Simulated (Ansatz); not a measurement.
`C[CH2][Al]([F])[F]` → Al• + 2 C• + 2 F• + 5 H•  (atomization)

Gas-phase electronic energies from Ansatz, PBE0-D4/def2-TZVP geometries. CBS: MP2 limit from def2 TZ/QZ plus the TZ coupled-cluster correction, frozen cores. This one scheme is used for every species, atoms too. DFT in def2-TZVPP. Open shells (•) are unrestricted, without spin–orbit coupling. Spin–orbit coupling would lower the free atoms: a little for Al, C, F. Each species was taken in one conformer, which may not be the lowest.

`C[CH2][Al]([F])[F]`:

Z-matrix (Å, degrees):
```
C
C 1 1.529
H 1 1.092 2 111.8
H 1 1.093 2 111.4 3 -120.2
H 1 1.092 2 111.8 3 119.6
Al 2 1.937 1 116.0 3 -60.1
H 2 1.097 1 110.7 3 62.4
H 2 1.097 1 110.6 3 177.7
F 6 1.645 2 121.6 1 178.5
F 6 1.645 2 122.2 1 -1.6
```

CCSD(T)/CBS gives +4005.4 kJ/mol.

(1) Another level gave +3992.7 kJ/mol. Which?
A. PBE/def2-TZVPP
B. LC-ωPBE/def2-TZVPP
C. PBE-QIDH/def2-TZVPP
D. MP2/def2-TZVPP

Largest T1 diagnostic among the species: 0.018.

## Answers

(1) B. LC-ωPBE 3992.7, PBE-QIDH 3967.5, MP2/def2-TZVPP 3999.3, PBE 4022.4 kJ/mol.

Leaving LDA and LC-ωPBE aside and taking each functional with its dispersion term where it has one, the values, not all of them listed here, spread over 167.0 kJ/mol, from BHLYP-D4 to PBE-D4. LDA lies +475.2 kJ/mol from PBE without D4, its usual overbinding. At CCSD(T), def2-SVP lies −199.8 kJ/mol from the extrapolated value and def2-TZVPP −98.0 kJ/mol: correlation converges slowly with the basis, and small sets miss more of it in the bonded molecule than in its fragments.

For atomizations the MP2-based limit and the directly extrapolated one differ by several kJ/mol either way, and by 10 to 25 for some Ge, Se and Sn compounds, so smaller differences from it don't rank the levels.
